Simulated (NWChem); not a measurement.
# BeSiH4O; SMILES [OH][Be][SiH3]

```xyz
7

Be    -0.0055    -0.8343     0.0031
O     -0.0048    -2.2268     0.0004
H      0.0588    -3.1729    -0.0098
Si    -0.0005     1.3305     0.0001
H     -0.9013     1.9002    -1.0559
H      1.3677     1.8893    -0.2584
H     -0.4569     1.9085     1.3078
```
Atoms are numbered in this order, from 1.

All runs: NWChem. The geometry was optimised at PBE0/def2-SVP. B3LYP is NWChem's, with the RPA form of VWN correlation. Ions are spin-unrestricted doublets at the neutral geometry; other ion states weren't tried.

Task: Predict the results for B3LYP/def2-SVP. Quantities: vertical ionisation energy, ΔSCF (eV); −ε(HOMO) (eV).

Result: 
| Item | Result |
|---|---|
| vertical ionisation energy, ΔSCF (eV) | 10.26 |
| −ε(HOMO) (eV) | 7.63 |
